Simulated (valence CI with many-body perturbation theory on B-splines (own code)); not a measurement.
Values are calculated unless marked as measured or tabulated.
# Level structure of Os⁴⁵⁺

Level of theory: valence CI with perturbative core correlation (CI+MBPT): three valence electrons over a frozen Dirac-Fock core [Ar] 3d10, radial functions for each j: 11 s, 11 p, 9 d, 7 f, 5 g, 2 h, 1 i, with the one-electron correlation potential Σ1, the two-electron term Σ2, the three-electron term Σ3, Breit, model QED; selected CI, second order for the rest (own B-spline code, finite nucleus).

The last digits are not significant, and no measured levels were compared; by estimate large intervals hold to a few tenths of a per cent, small ones and those within an open d or f shell to about a per cent.

Levels 1 to 45 of 67, with energies above the lowest level, (4s^2 4p1/2) J=1/2. "Leading %" is the weight of the configuration and term that name the level; weights of strongly mixed levels are sums over their largest components and can fall short. In the jj column 3d3/2^4 stands for four electrons in 3d with j = 3/2.

```tsv
No.	Configuration	Term	J	E (eV)	Leading %	Second component	Leading jj	g
1	4s²4p	²P°	1/2	0.00	100		4s^2 4p1/2 (100 %)	0.658
2	4s4p²	⁴P	1/2	101.94	56	29 % 4s4p² ²S	4s 4p1/2^2 (98 %)	2.174
3	4s²4p	²P°	3/2	113.24	99		4s^2 4p3/2 (99 %)	1.329
4	4s4p²	⁴P	3/2	201.34	91	7 % 4s4p² ²D	4s 4p1/2 4p3/2 (99 %)	1.654
5	4s4p²	²D	5/2	210.10	59	40 % 4s4p² ⁴P	4s 4p1/2 4p3/2 (98 %)	1.355
6	4s4p²	²D	3/2	222.45	63	31 % 4s4p² ²P	4s 4p1/2 4p3/2 (95 %)	0.981
7	4s4p²	²P	1/2	224.91	70	28 % 4s4p² ⁴P	4s 4p1/2 4p3/2 (97 %)	1.242
8	4s²4d	²D	3/2	281.27	94		4s^2 4d3/2 (94 %)	0.816
9	4s²4d	²D	5/2	301.10	82	14 % 4s4p² ⁴P	4s^2 4d5/2 (82 %)	1.252
10	4s4p²	⁴P	5/2	323.70	46	38 % 4s4p² ²D	4s 4p3/2^2 (82 %)	1.378
11	4p³	²P°	3/2	324.52	46	27 % 4p³ ²D°	4p1/2^2 4p3/2 (94 %)	1.324
12	4s4p²	²S	1/2	338.08	69	16 % 4s4p² ⁴P	4s 4p3/2^2 (99 %)	1.904
13	4s4p²	²P	3/2	341.76	62	29 % 4s4p² ²D	4s 4p3/2^2 (97 %)	1.195
14	4s4p4d	⁴F°	3/2	361.54	79	16 % 4s4p4d ²D°	4s 4p1/2 4d3/2 (98 %)	0.500
15	4s4p4d	⁴F°	5/2	369.01	48	25 % 4s4p4d ²F°	4s 4p1/2 4d3/2 (95 %)	1.038
16	4s4p4d	⁴D°	1/2	382.60	60	33 % 4s4p4d ²P°	4s 4p1/2 4d3/2 (98 %)	0.395
17	4s4p4d	⁴D°	3/2	383.88	37	22 % 4s4p4d ⁴P°	4s 4p1/2 4d3/2 (90 %)	1.298
18	4s4p4d	⁴P°	5/2	393.82	38	29 % 4s4p4d ⁴D°	4s 4p1/2 4d5/2 (98 %)	1.355
19	4s4p4d	⁴F°	7/2	399.37	47	29 % 4s4p4d ²F°	4s 4p1/2 4d5/2 (96 %)	1.247
20	4s4p4d	²F°	5/2	405.07	44	19 % 4s4p4d ²D°	4s 4p1/2 4d5/2 (91 %)	1.067
21	4s4p4d	²D°	3/2	405.85	36	30 % 4s4p4d ²P°	4s 4p1/2 4d5/2 (79 %)	1.156
22	4p³	²D°	5/2	437.34	85	13 % 4s4p4d ²F°	4p1/2 4p3/2^2 (85 %)	1.151
23	4p³	²D°	3/2	437.37	44	42 % 4p³ ⁴S°	4p1/2 4p3/2^2 (85 %)	1.364
24	4p³	²P°	1/2	443.61	94	5 % 4s4p4d ²P°	4p1/2 4p3/2^2 (94 %)	0.660
25	4s²4f	²F°	5/2	474.97	82	12 % 4s4p4d ²F°	4s^2 4f5/2 (82 %)	0.864
26	4s²4f	²F°	7/2	480.90	60	22 % 4s4p4d ⁴F°	4s^2 4f7/2 (60 %)	1.169
27	4p²4d	²D	3/2	481.07	39	36 % 4p²4d ⁴F	4p1/2^2 4d3/2 (98 %)	0.772
28	4s4p4d	⁴D°	3/2	483.56	43	38 % 4s4p4d ⁴P°	4s 4p3/2 4d3/2 (99 %)	1.323
29	4s4p4d	⁴P°	1/2	483.61	86	13 % 4s4p4d ⁴D°	4s 4p3/2 4d3/2 (99 %)	2.304
30	4s4p4d	⁴D°	5/2	483.84	51	17 % 4s4p4d ⁴F°	4s 4p3/2 4d3/2 (90 %)	1.256
31	4s4p4d	⁴D°	7/2	490.06	35	31 % 4s²4f ²F°	4s 4p3/2 4d3/2 (50 %)	1.257
32	4s4p4d	⁴F°	9/2	496.40	100		4s 4p3/2 4d5/2 (100 %)	1.329
33	4s4p4d	²D°	3/2	498.18	64	23 % 4s4p4d ⁴P°	4s 4p3/2 4d3/2 (77 %)	0.984
34	4s4p4d	²P°	1/2	507.03	73	21 % 4s4p4d ⁴D°	4s 4p3/2 4d3/2 (93 %)	0.586
35	4s4p4d	²D°	5/2	508.41	46	38 % 4s4p4d ⁴P°	4s 4p3/2 4d5/2 (98 %)	1.349
36	4s4p4d	²F°	5/2	510.90	52	20 % 4s4p4d ²D°	4s 4p3/2 4d3/2 (82 %)	0.950
37	4p²4d	²D	5/2	511.02	30	21 % 4p²4d ⁴D	4p1/2^2 4d5/2 (95 %)	1.192
38	4s4p4d	²P°	3/2	512.99	41	32 % 4s4p4d ²D°	4s 4p3/2 4d5/2 (69 %)	1.178
39	4s4p4d	²F°	7/2	515.46	78	16 % 4s4p4d ⁴D°	4s 4p3/2 4d5/2 (88 %)	1.189
40	4s4p4d	²F°	7/2	525.80	63	23 % 4s4p4d ⁴D°	4s 4p3/2 4d5/2 (88 %)	1.209
41	4s4p4d	²P°	1/2	527.65	87	5 % 4s4p4d ⁴D°	4s 4p3/2 4d5/2 (93 %)	0.694
42	4s4p4d	²P°	3/2	531.57	78	7 % 4s4p4d ²D°	4s 4p3/2 4d5/2 (97 %)	1.306
43	4s4p4d	²D°	5/2	535.48	59	31 % 4s4p4d ²F°	4s 4p3/2 4d5/2 (92 %)	1.096
44	4p³	²P°	3/2	562.10	45	26 % 4p³ ²D°	4p3/2^3 (86 %)	1.253
45	4s4p4f	⁴G	5/2	567.30	53	15 % 4s4p4f ⁴F	4s 4p1/2 4f5/2 (91 %)	0.775
```

The ionisation energy to 4s² ¹S0 of the next ion comes out as 2401.3 eV (NIST: 2400 ± 4 eV (theoretical)). All 67 levels together are meant to be complete up to 638.24 eV.
